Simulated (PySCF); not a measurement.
## In⁺ (indium, charge +1) across methods

[Kr] 4d10 5s1 5d1, high-spin 3D determinant (an excited configuration). Calculation: PySCF 2.14, in x2c-QZVPPall with one added diffuse shell each of s, p, d, f type (14s10p8d5f1g, 128 functions); the spin-free X2C one-electron Hamiltonian (Gaussian nucleus).

```tsv
method	E (hartree)	mean ε 4d β (eV)	mean ε 5s α (eV)	mean ε 5d α (eV)	Σ⟨r²⟩ (bohr²)	⟨S²⟩
r2SCAN	-5880.35	-30.986	-18.595	-4.893	62.79	2.001
PBE	-5879.93	-30.432	-18.553	-4.962	62.78	2.000
UHF	-5877.71733	-39.601	-21.485	-5.901	68.47	2.001
PBE0	-5880.01	-32.990	-19.438	-5.277	63.71	2.000
LDA	-5874.51	-30.668	-18.986	-4.868	62.76	2.000
```

The outer electron is Rydberg-like, and this basis confines it to a smaller radius and binds it less than a complete one would.
